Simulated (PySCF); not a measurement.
Compound: C6H10FO (doublet state).
Geometry (GFN2-xTB, Å), atoms numbered from 1 in this order:
```xyz
18
C6H10FO angstrom
C      0.982    2.272   -0.324
C      0.705    0.986    0.066
C      1.699    0.095    0.439
C      1.461   -1.303    0.866
C     -0.735    0.532    0.088
O     -0.915   -0.512   -0.873
C     -2.182   -0.994   -0.937
F     -2.513   -1.705    0.202
H      0.206    2.955   -0.616
H      1.993    2.637   -0.342
H      2.722    0.435    0.386
H      1.157   -1.913    0.012
H      0.649   -1.363    1.592
H      2.358   -1.738    1.299
H     -1.404    1.367   -0.161
H     -1.002    0.159    1.086
H     -2.238   -1.698   -1.774
H     -2.951   -0.206   -1.021
```

The hyperfine couplings belong to this conformer and change with its torsions.

As a line formula: `O(CC([CH]C)=C)CF` [radical].

Method used: PySCF 2.14.0, UKS B3LYP, pcH-1 on C F H O, non-relativistic, mean-field spin-orbit, GIAO. Geometry: GFN2-xTB, one conformer, isolated molecule. GFN2-xTB frequencies show an imaginary mode (57i cm⁻¹), so this geometry is no minimum at that level. A GFN2-xTB geometry isn't a minimum of the functional, and hyperfine couplings can be far from their values at a DFT geometry. No stability test was run, so a lower SCF solution isn't excluded. ⟨S²⟩ is 0.777 where a pure state has 0.75.

Principal values of hyperfine tensors in MHz (contact and dipolar terms together), for some of the nuclei:

```tsv
atom	isotope	A1	A2	A3
C3	13C	4.53	5.65	168.16
H13	1H	55.30	56.04	65.01
C1	13C	2.76	4.64	148.08
C2	13C	-77.12	-36.85	-31.70
H11	1H	-65.43	-44.55	-17.70
H9	1H	-64.00	-39.95	-15.59
H10	1H	-57.75	-39.32	-15.87
C4	13C	-25.62	-22.88	-22.47
```

**Question.** Give the isotropic coupling of each nucleus in MHz and in mT (g = 2.0027), and the anisotropic part.

**Answer.** a_iso = (A1 + A2 + A3)/3, Ti = Ai − a_iso; 1 mT corresponds to 28.030 MHz.

```tsv
atom	a_iso (MHz)	a_iso (mT)	T1	T2	T3
C3	59.44	2.121	-54.92	-53.80	108.72
H13	58.78	2.097	-3.48	-2.74	6.22
C1	51.82	1.849	-49.07	-47.19	96.25
C2	-48.55	-1.732	-28.56	11.71	16.85
H11	-42.56	-1.518	-22.87	-1.99	24.86
H9	-39.85	-1.422	-24.16	-0.10	24.26
H10	-37.65	-1.343	-20.11	-1.67	21.78
C4	-23.66	-0.844	-1.97	0.78	1.19
```

**Question.** What spin density at the nucleus of C4 lies behind its contact coupling (g_N = 1.40482)?

**Answer.** a_FC = 800.24 MHz bohr³ × g_N × ρ(0)/(2S). With a_FC = -23.66 MHz and 2S = 1, ρ(0) = -0.02104 bohr⁻³.

**Question.** H12 (1H, g_N = 5.58569) isn't in the table. Its spin density at the nucleus is 0.02244 bohr⁻³. What is its contact coupling?

**Answer.** By the same relation, a_FC = 100.3 MHz. Its full tensor has the principal values 96.22, 98.07, 106.65 MHz.

**Question.** Name the largest traceless tensor T of the table and describe it.

**Answer.** C3: -54.9, -53.8, 108.7 MHz, axial, in the ratio −1:−1:+2, the form that spin in one p orbital centred on that nucleus gives.

**Question.** What first-order splitting does C1 cause when the field lies along A1, A2 or A3 of its tensor (g taken as isotropic, no quadrupole term)?

**Answer.** 2 lines (I = 1/2), spaced by |A_i|/(g × 13.996): 0.10, 0.17, 5.28 mT along the axes of A1, A2 and A3.

Hardware: an Arm Neoverse V1 with one thread, no GPU, shared host with 64 logical CPUs at a one-minute load of 20. Cost: 79 s (grids of density and orbitals included), 0.96 GiB resident at most.
